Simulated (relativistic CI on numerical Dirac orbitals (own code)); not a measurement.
## d2 in a ligand field

Computed with a parametric ligand-field model of a d^n configuration (Racah B and C, spin-orbit zeta, crystal field), exact diagonalisation.

Field parameters in Wybourne normalisation: Oh B⁴₀ = 21Dq, B⁴₄ = √(5/14) B⁴₀. The field is a parameter set, without covalency.

(1) Ground term and bands for B = 810, C = 3270, ζ = 0 cm⁻¹, Oh, 10Dq = 13770 cm⁻¹?

(2) Ground term and bands for B = 810, C = 3270, ζ = 0 cm⁻¹, Oh, 10Dq = 7290 cm⁻¹?

(3) Ground term and bands for B = 810, C = 3270, ζ = 0 cm⁻¹, Oh, 10Dq = 38070 cm⁻¹?

(4) Ground term and bands for B = 810, C = 3270, ζ = 0 cm⁻¹, Oh, 10Dq = 20250 cm⁻¹?

(5) Ground term and bands for B = 810, C = 3270, ζ = 0 cm⁻¹, Oh, 10Dq = 21870 cm⁻¹?

## Answers

(1) Ground term 3T1 with 0.05 electrons in the two orbitals of the cubic e set. Spin-allowed: 3T2 12407 cm⁻¹ (806 nm), 3T1 23195 cm⁻¹ (431 nm), 3A2 26177 cm⁻¹ (382 nm). Lowest spin-forbidden: 1T2 11886 cm⁻¹ (841 nm), 1E 12176 cm⁻¹ (821 nm), 1A1 24408 cm⁻¹ (410 nm).

(2) Ground term 3T1 with 0.08 electrons in the two orbitals of the cubic e set. Spin-allowed: 3T2 6331 cm⁻¹ (1579 nm), 3A2 13621 cm⁻¹ (734 nm), 3T1 17523 cm⁻¹ (571 nm). Lowest spin-forbidden: 1T2 11825 cm⁻¹ (846 nm), 1E 12322 cm⁻¹ (812 nm), 1T2 20398 cm⁻¹ (490 nm).

(3) Ground term 3T1 with 0.01 electrons in the two orbitals of the cubic e set. Spin-allowed: 3T2 36155 cm⁻¹ (277 nm), 3T1 46390 cm⁻¹ (216 nm), 3A2 74225 cm⁻¹ (135 nm). Lowest spin-forbidden: 1T2 11705 cm⁻¹ (854 nm), 1E 11810 cm⁻¹ (847 nm), 1A1 27055 cm⁻¹ (370 nm).

(4) Ground term 3T1 with 0.03 electrons in the two orbitals of the cubic e set. Spin-allowed: 3T2 18652 cm⁻¹ (536 nm), 3T1 29205 cm⁻¹ (342 nm), 3A2 38902 cm⁻¹ (257 nm). Lowest spin-forbidden: 1T2 11836 cm⁻¹ (845 nm), 1E 12035 cm⁻¹ (831 nm), 1A1 25678 cm⁻¹ (389 nm).

(5) Ground term 3T1 with 0.03 electrons in the two orbitals of the cubic e set. Spin-allowed: 3T2 20229 cm⁻¹ (494 nm), 3T1 30737 cm⁻¹ (325 nm), 3A2 42099 cm⁻¹ (238 nm). Lowest spin-forbidden: 1T2 11821 cm⁻¹ (846 nm), 1E 12006 cm⁻¹ (833 nm), 1A1 25893 cm⁻¹ (386 nm).
